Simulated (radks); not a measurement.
Neutral potassium, configuration [Ar] 4s1. Calculated with a radial shooting solver on a logarithmic mesh with Libxc functionals: Dirac Kohn-Sham, LDA (Slater exchange, Perdew-Wang correlation), spin-unpolarised, spherical densities, finite nucleus; Fermi nuclear charge, rms radius 3.4349 fm.

Unscreened Slater integrals over Kohn-Sham orbitals (hartree). Large and small components are both included.

integral,value
"F0(4s1/2,4s1/2)",0.18439
"F0(4s1/2,3p3/2)",0.24017
"G1(4s1/2,3p3/2)",0.013469
"F0(4s1/2,3p1/2)",0.24028
"G1(4s1/2,3p1/2)",0.013296
"F0(4s1/2,3s1/2)",0.24214
"G0(4s1/2,3s1/2)",0.0084565
"F0(3p3/2,3p3/2)",0.62963
"F2(3p3/2,3p3/2)",0.31224
"F0(3p3/2,3p1/2)",0.63162
"G2(3p3/2,3p1/2)",0.31316
"F0(3p3/2,3s1/2)",0.66661
"G1(3p3/2,3s1/2)",0.43817
"F0(3p1/2,3p1/2)",0.63364
"F0(3p1/2,3s1/2)",0.66896
"G1(3p1/2,3s1/2)",0.44020
"F0(3s1/2,3s1/2)",0.71025
